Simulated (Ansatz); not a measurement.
C$_{2}$H$_{7}$GeNO (`C[C](=N)[GeH2][OH]`), relaxed with RKS PBE-D4/def2-SVP in Ansatz 0.2.0 from a rough embedded geometry. The force threshold is 0.03 eV/Å; the program also tests the step.

Total charge 0; spin multiplicity 1.

Start:

```xyz
12

C     0.666   -0.202    1.539
C     0.288    0.511    0.343
N     0.835    1.652    0.074
Ge   -1.052   -0.263   -0.886
O    -0.362   -0.508   -2.442
H     1.820   -0.431    1.529
H     0.511    0.424    2.442
H     0.179   -1.165    1.653
H     0.547    2.107   -0.809
H    -2.264    0.692   -0.916
H    -1.546   -1.631   -0.217
H     0.378   -1.185   -2.310
```

```csv
step,energy (eV),largest force (eV/Å),largest move (Å)
1,-62215.9819,2.738,0.000
2,-62216.3316,1.325,0.193
3,-62216.3696,0.772,0.193
4,-62216.3895,0.468,0.200
5,-62216.4167,0.217,0.102
6,-62216.4289,0.137,0.069
7,-62216.4593,0.259,0.191
8,-62216.4803,0.391,0.195
9,-62216.5068,0.310,0.088
10,-62216.5241,0.193,0.086
11 (rejected),-62216.5177,0.522,0.172
13,-62216.5455,0.219,0.098
15,-62216.5732,0.396,0.200
17,-62216.5918,0.249,0.148
19,-62216.5999,0.088,0.031
21,-62216.6015,0.058,0.019
23,-62216.6019,0.033,0.015
25,-62216.6023,0.119,0.048
27,-62216.6029,0.044,0.035
29 (rejected),-62216.6013,0.130,0.044
31,-62216.6033,0.148,0.061
33,-62216.6036,0.027,0.006
```

End:

```xyz
12

C     0.493    0.057    1.855
C     0.438    0.389    0.390
N     1.193    1.288   -0.121
Ge   -0.836   -0.577   -0.806
O    -0.536    0.343   -2.342
H     0.750   -1.014    2.008
H     1.249    0.690    2.360
H    -0.498    0.216    2.333
H     0.999    1.366   -1.142
H    -2.331   -0.419   -0.407
H    -0.494   -2.082   -1.027
H    -0.427   -0.256   -3.101
```

Run time 52 s (4 threads of an Arm Neoverse V1 on a shared host); peak host memory 0.18 GiB.
